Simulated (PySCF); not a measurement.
The free ion Ni3+ in its d7 configuration.

Method (PySCF 2.14, density fitting): CASSCF(7,5) with orbitals averaged over all microstates of the shell, strongly contracted NEVPT2 on the averaged canonical orbitals; basis x2c-TZVPall; spin-free X2C; gas phase; spin-orbit coupling by state interaction with the mean-field operator over all roots.

(1) Which term lies lowest, and with what spin?

(2) List the excited states of the same spin.

(3) Which is the lowest state of another spin?

(4) What are the magnetic parameters?

The job took 2.9 s on one thread of Intel Xeon Platinum 8488C (shared host), with 48 basis functions, launched as `OMP_NUM_THREADS=1 python lf_run.py task.json out`.

## Answers

(1) 4F (S = 3/2, orbital degeneracy 7), by NEVPT2.

(2) By NEVPT2: 4P at 18901 cm⁻¹ (529 nm).

(3) 2G at 20297 cm⁻¹ by NEVPT2; CASSCF alone puts it at 21638 cm⁻¹ above the same ground state.

(4) The lowest spin-orbit level is 10-fold with J = 9/2; the next lies at 1138.0 cm⁻¹. μeff is 6.66 μB at 300 K and 6.63 μB at 10 K; the free-ion value g_J√(J(J+1)) for the Hund's-rule level J = 9/2 is 6.63 μB.
